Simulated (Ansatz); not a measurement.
BF2HSSi, SMILES `FB1S[SiH]1F`, relaxed with RKS PBE-D4/def2-SVP in Ansatz from a rough embedded geometry. The force threshold is 0.03 eV/Å; the program also tests the step.

Charge 0, multiplicity 1.

Start:

```xyz
6

F     1.834    0.893   -1.522
B     0.865   -0.041   -0.851
S    -0.784   -1.148   -1.024
Si   -0.412   -0.050    0.727
F    -1.408    1.271    0.796
H    -0.096   -0.925    1.873
```

| step | energy (eV) | largest force (eV/Å) | largest move (Å) |
| --- | --- | --- | --- |
| 1 | -24815.8289 | 3.688 | 0.000 |
| 2 | -24816.8977 | 3.561 | 0.194 |
| 3 | -24817.2949 | 2.482 | 0.182 |
| 4 | -24817.3645 | 0.412 | 0.097 |
| 5 | -24817.3869 | 0.140 | 0.049 |
| 6 | -24817.3878 | 0.040 | 0.009 |
| 7 | -24817.3879 | 0.015 | 0.004 |

End:

```xyz
6

F     1.789    0.580   -1.601
B     0.783    0.127   -0.872
S    -0.538   -1.054   -1.194
Si   -0.315    0.049    0.713
F    -1.504    1.129    1.035
H    -0.214   -0.831    1.918
```

Run time 11 s (2 threads of an Arm Neoverse V2 on a shared host); peak host memory 0.14 GiB.
